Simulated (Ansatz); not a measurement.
A CCSD(T) single point on `[F][Zn][F]`.

```yaml
crystal:
  periodic: [false, false, false]
  atoms:
    - {symbol: F, position_ang: [-1.404909, 0.723124, -0.697381]}
    - {symbol: Zn, position_ang: [-0.003723, -0.021837, -0.004478]}
    - {symbol: F, position_ang: [1.397732, -0.766087, 0.688659]}
basis:
  gaussian: {orbitals: def2-SVP}
correlation: {method: ccsd_t}
```

```sh
$ ansatz run in.yaml --threads 2 --pin off --events-out ev --progress --plain
```

Output of Ansatz, abridged:

```
Functional definition: HF
560 factors; integrals over basis functions are off by at most 7.2e-4 eV
mean field evaluation 1: about -53775.5609 eV, gradient 4.2e1 eV
mean field evaluation 2: about -53775.6220 eV, gradient 4.2e1 eV
mean field evaluation 4: about -53778.4605 eV, gradient 1.8e0 eV
mean field evaluation 8: about -53778.4830 eV, gradient 2.9e-1 eV
mean field -53778.48321712 eV, -1976.3228058640 hartree, gradient 2.1e-6 eV, S^2 0.000000; 0 other end points of the search recorded, 0 dependent functions left out
7 core orbitals not correlated: weight in the atoms' cores, before any rotation towards them, 1.000 or more for the frozen orbitals, at most 0.000 for the correlated occupied ones
reference -53778.48321712 eV, -1976.3228058640 hartree; 17, 17 occupied and 35, 35 virtual orbitals, 560 factors
second order -20.10212954 eV of doubles, -0.00000000 eV of singles
cycle   1  -18.86311353 eV  change     1.2e0 eV  update   1.2e-1
cycle   2  -19.40472980 eV  change   -5.4e-1 eV  update   3.9e-2
cycle   3  -19.49224022 eV  change   -8.8e-2 eV  update   2.1e-2
cycle   4  -19.47495735 eV  change    1.7e-2 eV  update   6.3e-3
cycle   5  -19.46589070 eV  change    9.1e-3 eV  update   2.8e-3
cycle   6  -19.46629526 eV  change   -4.0e-4 eV  update   9.1e-4
cycle   7  -19.46673069 eV  change   -4.4e-4 eV  update   2.8e-4
cycle   8  -19.46678141 eV  change   -5.1e-5 eV  update   7.4e-5
cycle   9  -19.46680030 eV  change   -1.9e-5 eV  update   3.1e-5
cycle  10  -19.46684016 eV  change   -4.0e-5 eV  update   7.1e-6
perturbative correction -0.37688502 eV, -0.0138502690 hartree
Total energy: -53798.32694230 eV, -1977.0520493137 hartree
```

It took 1.1 s on 2 threads of a server CPU on a shared host, with 0.15 GiB of host memory at the peak.

Correlation energy per correlated electron: -0.584 eV. T1 diagnostic: 0.0158.
